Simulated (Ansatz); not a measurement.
Geometry optimisation, RKS PBE-D4/def2-SVP (Ansatz).

input.yaml

```yaml
crystal:
  periodic: [false, false, false]
  atoms:
    - { symbol: S, position_ang: [-1.741, 1.2126, -0.0805] }
    - { symbol: C, position_ang: [-0.0853, 0.9105, -0.621] }
    - { symbol: "N", position_ang: [0.0599, -0.5163, -0.8829] }
    - { symbol: Ge, position_ang: [0.4032, -1.4175, 0.7491] }
    - { symbol: H, position_ang: [-1.544, 2.6328, -0.0019] }
    - { symbol: H, position_ang: [0.639, 1.3024, 0.1395] }
    - { symbol: H, position_ang: [-0.74404, -0.3853, -1.52952] }
    - { symbol: H, position_ang: [1.0222, -0.6234, -1.4092] }
    - { symbol: H, position_ang: [-0.9376, -1.2635, 1.6701] }
    - { symbol: H, position_ang: [1.552, -0.8395, 1.5299] }
    - { symbol: H, position_ang: [0.5697, -2.9301, 0.4867] }
basis:
  gaussian: { orbitals: def2-SVP }
hamiltonian:
  xc: pbe
  dispersion: d4
relax:
  f_tol: 0.02
  max_steps: 50
```

Run as:

```bash
$ ansatz run input.yaml --threads 2 --pin off --max-ram 3072MiB --backend cpu --events-out ev --progress --plain --runs-dir out
```

**Question.** Where does it end, and by what steps?

**Answer.** It converged. The force dipped under the threshold on the way, but the program's further checks kept it going. After 17 steps the energy has fallen by 1.893 eV; H5 moved furthest, 1.16 Å.

```csv
step,energy less start (eV),largest force component (eV/Å),accepted
0,0.0000,3.010,yes
1,-1.1168,2.300,yes
2,-1.4759,1.251,yes
3,-1.6229,0.813,yes
4,-1.7414,0.707,yes
5,-1.8046,0.956,yes
6,-1.8586,0.464,yes
7,-1.8652,0.325,yes
8,-1.8865,0.146,yes
9,-1.8899,0.059,yes
10,-1.8914,0.048,yes
11,-1.8913,0.074,no
12,-1.8919,0.016,yes
13,-1.8923,0.028,yes
14,-1.8926,0.027,yes
15,-1.8929,0.023,yes
16,-1.8931,0.029,yes
17,-1.8933,0.020,yes
```

```xyz
11
Properties=species:S:1:pos:R:3
S -1.560 1.672 0.320
C -0.004 1.196 -0.314
N 0.129 -0.085 -0.869
Ge 0.319 -1.817 0.698
H -2.161 2.112 -0.840
H 0.887 1.559 0.222
H -0.679 -0.376 -1.432
H 0.993 -0.218 -1.407
H -0.739 -1.235 1.681
H 1.718 -1.331 1.205
H 0.293 -3.394 0.785
```

Whether the end is a true minimum wasn't checked by a vibrational analysis.

Run time: 47 s on 2 threads of Arm Neoverse V1, on a shared host, peak memory 0.16 GiB.
